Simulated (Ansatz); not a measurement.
CH9BSi3 (`C[SiH]1[SiH2]B1[SiH3]`). Charge 0, multiplicity 1. Geometry: relaxed with PBE0-D4/def2-TZVP.

```xyz
14

C     0.661    0.520    2.459
Si    0.630    0.652    0.598
Si   -1.492   -0.977    0.117
B     0.146   -0.614   -0.692
Si    0.307   -0.288   -2.640
H     1.697    0.639    2.793
H     0.297   -0.446    2.808
H     0.076    1.316    2.925
H     1.097    2.014    0.207
H    -1.739   -1.081    1.580
H    -2.791   -1.103   -0.599
H    -0.983   -0.457   -3.371
H     1.273   -1.255   -3.239
H     0.819    1.080   -2.947
```

Q: What is the dipole moment at r2SCAN/def2-TZVPP? (An estimate is asked.)

A: The calculation gave: 3.05 D, with components (-0.10, 0.55, 2.99) D in this frame, pointing from negative to positive charge.

Q: And with PBE, B3LYP, ωB97M-V? (An estimate is asked.)

A: Computed: PBE 2.98 D, B3LYP 3.03 D, ωB97M-V 3.17 D.

Q: Give the Mulliken charges with r2SCAN, PBE, ωB97M-V in def2-TZVPP. (An estimate is asked.)

A: Ansatz gave: 
```csv
atom,r2SCAN,PBE,ωB97M-V
C1,-0.29,-0.36,-0.43
Si2,0.19,0.07,0.14
Si3,0.09,-0.02,-0.01
B4,0.04,0.23,0.05
Si5,0.16,0.05,0.03
H6,0.08,0.12,0.13
H7,0.09,0.11,0.13
H8,0.09,0.12,0.13
H9,-0.07,-0.05,-0.01
H10,-0.07,-0.04,-0.02
H11,-0.06,-0.04,0.00
H12,-0.09,-0.07,-0.05
H13,-0.08,-0.06,-0.04
H14,-0.09,-0.06,-0.05
```

B3LYP here is the variant with VWN-RPA as its local correlation; programs differ in this.
